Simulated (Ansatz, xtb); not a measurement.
**Two isomers of C5H7ClO3**

Structure I is `C=C(O)OC(=O)CCCl`, a singlet and structure II is `CC(=O)OC(=O)CCCl`, a singlet. Both are isolated molecules in the gas phase, relaxed with PBE-D3(BJ)/def2-SVP, each in the lowest conformer that the search found.

Quicker runs give these differences E(II) − E(I): GFN2-xTB −0.491 eV; HF/STO-3G −1.247 eV (at GFN2-xTB geometries); r2SCAN-D4/def2-SVP −0.770 eV (at GFN2-xTB geometries).

**Question.** Estimate E(II) − E(I) at the level CCSD(T)/def2-SVP + ΔMP2/def2-TZVPP.

**Answer.** Calculated at CCSD(T)/def2-SVP + ΔMP2/def2-TZVPP: E(II) − E(I) = −0.826 eV, so structure II lies lower.

The same difference at several levels:

| level | geometry | E(II) − E(I) (eV) | departure from the last row (eV) | job, with rough time for the two |
| --- | --- | --- | --- | --- |
| GFN2-xTB | GFN2-xTB | −0.491 | +0.335 | optimisation, 0.56 s |
| HF/STO-3G | GFN2-xTB | −1.247 | −0.421 | single point, 3 s |
| r2SCAN-D4/def2-SVP | GFN2-xTB | −0.770 | +0.057 | single point, 16 s |
| PBE-D3(BJ)/def2-SVP | PBE-D3(BJ)/def2-SVP | −0.718 | +0.108 | optimisation, 4.7 min |
| HF/def2-SVP | PBE-D3(BJ)/def2-SVP | −1.091 | −0.265 | part of the CCSD(T) run |
| MP2/def2-SVP | PBE-D3(BJ)/def2-SVP | −1.030 | −0.204 | part of the CCSD(T) run |
| CCSD(T)/def2-SVP | PBE-D3(BJ)/def2-SVP | −0.985 | −0.159 | single point |
| CCSD(T)/def2-SVP + ΔMP2/def2-TZVPP | PBE-D3(BJ)/def2-SVP | −0.826 |  | single point, 10 min |

As drawn, II has 1 C–C, 1 C=O, 1 C–H in place of 1 C=C, 1 C–O, 1 O–H.

The levels shown agree on the order. The largest departure from CCSD(T)/def2-SVP + ΔMP2/def2-TZVPP is that of HF/STO-3G, 0.421 eV. The last row adds to CCSD(T) the change of the MP2 difference between the two basis sets, here +0.159 eV, a large step that makes the value less sure.

With thermal terms from frequencies at re-optimised GFN2-xTB minima (ideal gas, soft modes damped towards free rotors, one conformer each, 298.15 K, 1 atm): on the last row, ΔE + ΔZPE = −0.825, ΔH = −0.802, ΔG = −0.873 eV.

The correlated steps freeze 13 core orbitals. Programs: Ansatz 0.2.0, xtb 6.7.1; the last row on 2 threads of Intel(R) Xeon(R) Processor @ 2.50GHz (Skylake/Cascade Lake) on a shared host.
